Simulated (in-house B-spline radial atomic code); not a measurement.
What moves the levels of Cs ([Xe] 6s1)? Method: Dirac-Hartree-Fock, average of configuration, Fermi nucleus of rms radius 4.8041 fm. Calculated with an all-electron radial atomic-structure program (B-spline basis).

Baseline run (computed): total energy -7786.7742 hartree, 1s1/2 at -1329.935 hartree, 6s1/2 at -3.4896 eV with <r> = 6.085 bohr.

Scaling the speed of light c (a factor of 100 is close to the non-relativistic limit):

```
c/c0  ΔE (hartree)  6s1/2 level (eV)  6s1/2 <r> (bohr)
 0.9        -60.57          -3.52474             6.026
0.98       -10.465          -3.49556             6.074
1.02         9.786          -3.48401             6.094
 1.2        75.265          -3.44758             6.157
 100        232.93          -3.36517             6.306
```

Changing the nucleus:

```csv
nucleus,ΔE (eV)
Gaussian nucleus of rms radius 4.8041 fm,-0.0325
uniform spherical nucleus of rms radius 4.8041 fm,0.0109
Fermi nucleus of rms radius 4.708 fm,-0.292
Fermi nucleus of rms radius 4.9002 fm,0.297
```

A larger nucleus binds the electrons less, roughly as the density at the nucleus times the change of the nuclear <r²>. At equal rms radius the shape enters only through higher moments.

Task: The nuclear charge is raised by 0.1. What does the Hellmann-Feynman theorem predict for the energy, and what is found?

Result: dE/dZ ≈ -Σ<1/r>, which is -344.313 at the start and -345.196 at the end; their mean times 0.1 is -34.475 hartree, and the two runs differ by -34.475 hartree.
